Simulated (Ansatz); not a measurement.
Species: H₃In, SMILES `[InH3]` (charge 0, multiplicity 1).

### Question
Give a relaxed geometry from B3LYP-D3(BJ)/def2-TZVP run with Ansatz (a first-principles code).

### Answer
the end point of this relaxation (outside a Z-matrix the atoms follow the SMILES, hydrogens last).
Z-matrix (Å, degrees):
```
In
H 1 1.7305
H 1 1.7305 2 120.00
H 1 1.7305 2 120.00 3 -180.00
```
